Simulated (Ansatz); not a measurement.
Geometry optimisation, Ansatz 0.2.0, UKS PBE-D4/def2-SVP.

input.yaml

```yaml
crystal:
  periodic: [false, false, false]
  atoms:
    - { symbol: Mg, position_ang: [-0.465461, -0.295273, -0.186267] }
    - { symbol: H, position_ang: [0.660652, 2.213774, 1.059573] }
    - { symbol: C, position_ang: [0.603065, -1.744658, 0.892485] }
    - { symbol: H, position_ang: [-0.017319, 1.421701, -1.883786] }
    - { symbol: O, position_ang: [-1.959406, 0.864998, -0.883155] }
    - { symbol: H, position_ang: [0.817173, 2.0945, 0.381196] }
    - { symbol: F, position_ang: [0.713979, 0.993677, -1.504379] }
    - { symbol: H, position_ang: [1.09003, -1.299785, 1.787911] }
    - { symbol: H, position_ang: [-0.041877, -2.573513, 1.254735] }
    - { symbol: H, position_ang: [1.411595, -2.203298, 0.282539] }
    - { symbol: H, position_ang: [-2.812332, 0.528077, -1.200851] }
magnetization:
  spin_polarized: true
basis:
  gaussian: { orbitals: def2-SVP }
hamiltonian:
  xc: pbe
  dispersion: d4
relax:
  f_tol: 0.03
  max_steps: 50
output:
  orbitals: {}
```

Launched with:

```bash
$ ansatz run input.yaml --threads 4 --pin off --max-ram 5120MiB --backend cpu --events-out ev --progress --plain --runs-dir out
```

Q: Where does it end, and by what steps?

A: It converged. After 14 steps the energy has fallen by 1.311 eV; H4 moved furthest, 1.07 Å. Parted: H4–F7 (0.93 → 1.70 Å). Joined: H4–O5 (2.25 → 1.01 Å).

```tsv
step	energy less start (eV)	largest force component (eV/Å)	accepted
0	0.0000	2.492	yes
1	-0.4096	0.605	yes
2	-0.5881	1.945	yes
3	-0.6946	2.760	yes
4	-0.8330	0.798	yes
5	-0.9983	0.695	yes
6	-1.1559	1.543	yes
7	-1.2487	0.438	yes
8	-1.2878	0.317	yes
9	-1.2971	0.297	yes
10	-1.3056	0.198	yes
11	-1.3074	0.112	yes
12	-1.3100	0.055	yes
13	-1.3107	0.048	yes
14	-1.3113	0.014	yes
```

```xyz
11
Properties=species:S:1:pos:R:3
Mg 0.215 -0.055 -0.388
H 0.646 1.883 1.225
C 0.636 -1.663 0.887
H -1.038 1.245 -1.608
O -1.642 0.832 -0.913
H 0.785 2.154 0.515
F 0.648 1.092 -1.780
H 1.182 -1.337 1.800
H -0.283 -2.183 1.235
H 1.272 -2.431 0.397
H -2.419 0.464 -1.370
```

Whether the end is a true minimum wasn't checked by a vibrational analysis.

The run took 16 s on 4 threads of Intel(R) Xeon(R) 6975P-C (Granite Rapids), on a shared host, peak memory 0.21 GiB.
